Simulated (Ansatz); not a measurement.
Relaxation of the cluster Na3Li⁻ with UKS PBE0/def2-TZVPD.

```sh
$ ansatz run in.yaml --threads 4 --pin off --events-out ev --progress --plain --max-ram 3916MiB
```

```yaml
crystal:
  periodic: [false, false, false]
  atoms:
    - {symbol: Li, position_ang: [0.680950, 2.059020, 1.071780]}
    - {symbol: Na, position_ang: [-0.773160, -0.142230, 0.978340]}
    - {symbol: Na, position_ang: [-1.135850, -2.475970, -0.818220]}
    - {symbol: Na, position_ang: [1.228070, 0.559180, -1.231900]}
basis:
  gaussian: {orbitals: def2-TZVPD}
total_charge: -1
magnetization: {spin_polarized: true, initial_magnetization: 1}
hamiltonian: {xc: pbe0}
scf: {lower_state_search: "off"}
output: {orbitals: {seedname: orbitals}}
relax: {f_tol: 0.02, max_steps: 100}
```

Run time 15 s (4 threads of Intel Xeon on a shared host).

Positions (Å) and forces (eV/Å) at steps 1, 2, 3, 4, 7 of 7:

```xyz
4
step=1 energy=-13444.5366 eV
Li    0.681    2.059    1.072    0.300    0.801    0.367
Na   -0.773   -0.142    0.978   -0.523   -0.317    0.441
Na   -1.136   -2.476   -0.818   -0.053   -0.331   -0.252
Na    1.228    0.559   -1.232    0.276   -0.153   -0.555
4
step=2 energy=-13444.7731 eV
Li    0.750    2.230    1.142    0.131    0.359    0.170
Na   -0.836   -0.209    1.003   -0.259   -0.027    0.350
Na   -1.161   -2.554   -0.859   -0.031   -0.262   -0.217
Na    1.247    0.533   -1.285    0.159   -0.071   -0.303
4
step=3 energy=-13444.9028 eV
Li    0.818    2.393    1.205    0.037    0.086    0.032
Na   -0.915   -0.242    1.085   -0.092    0.065    0.198
Na   -1.173   -2.646   -0.935    0.000   -0.131   -0.131
Na    1.269    0.495   -1.355    0.055   -0.020   -0.099
4
step=4 energy=-13444.9484 eV
Li    0.867    2.445    1.184    0.011    0.012   -0.005
Na   -1.012   -0.214    1.257   -0.019    0.035    0.063
Na   -1.087   -2.637   -1.054    0.013   -0.033   -0.053
Na    1.231    0.406   -1.387   -0.005   -0.013   -0.005
4
step=7 energy=-13444.9603 eV
Li    0.917    2.465    1.130   -0.001   -0.002   -0.001
Na   -1.073   -0.147    1.414    0.002    0.001   -0.001
Na   -0.973   -2.616   -1.200    0.000    0.001    0.000
Na    1.128    0.298   -1.344   -0.001    0.001    0.002
```

The charge -1 doublet is spin-contaminated (final ⟨S²⟩ up to 0.88, 0.75 for a pure state). The relaxation made no stability test and no search for a lower SCF solution. Another isomer (doublet) lies 0.09 eV lower at PBE0/def2-TZVPD; other spin states weren't run for this one.
